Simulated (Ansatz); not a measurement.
Ansatz (a quantum-chemistry and plane-wave program) input (PBE/def2-TZVPD):

Ansatz 0.2 input:
```yaml
crystal:
  periodic: [false, false, false]
  atoms:
    - {symbol: O, position_ang: [-0.70516248, 1.05974816, 0.69267031]}
    - {symbol: S, position_ang: [-0.21511950, 0.12540794, -0.34756975]}
    - {symbol: O, position_ang: [-0.57881428, -1.28730680, -0.03594531]}
    - {symbol: O, position_ang: [1.51914646, 0.05716093, -0.04023071]}
    - {symbol: H, position_ang: [1.56055445, -0.64334528, 0.62916180]}
basis:
  gaussian:
    orbitals: def2-TZVPD
hamiltonian:
  xc: {name: PBE}
total_charge: -1
output: {forces: true}
```

Output:

```
Functional definition: PBE
integrals: 0.08 GiB planned
896 factors; their error is unknown
mean field: 0.63 GiB planned
mean field evaluation 1: about -16980.8298 eV, gradient 6.1e1 eV
mean field evaluation 2: about -16943.9408 eV, gradient 1.6e2 eV
mean field evaluation 4: about -16986.6116 eV, gradient 1.5e1 eV
mean field evaluation 8: about -16987.0013 eV, gradient 1.1e-1 eV
mean field evaluation 16: about -16986.9940 eV, gradient 2.3e-4 eV
mean field -16986.99400333 eV, -624.2605154242 hartree, gradient 2.4e-5 eV, S^2 0.000000; 0 other end points of the search recorded, 0 dependent functions left out
the calculation of the forces begins
reference -16986.99404664 eV, -624.2605170158 hartree; 21, 21 occupied and 154, 154 virtual orbitals, 896 factors
Total energy: -16986.99404664 eV, -624.2605170158 hartree
Atom 0 at    -0.705162     1.059748     0.692670 Å, force    -0.297925     0.588044     0.491779 eV/Å
Atom 1 at    -0.215119     0.125408    -0.347570 Å, force     0.184166     0.104558    -0.562124 eV/Å
Atom 2 at    -0.578814    -1.287307    -0.035945 Å, force    -0.242230    -0.729700     0.074585 eV/Å
Atom 3 at     1.519146     0.057161    -0.040231 Å, force     0.336486     0.415671    -0.307033 eV/Å
Atom 4 at     1.560554    -0.643345     0.629162 Å, force     0.019503    -0.378574     0.302793 eV/Å
Dipole moment:     0.181875    -0.071771    -0.099699 e Å
```

It need not be the lowest isomer of its formula.
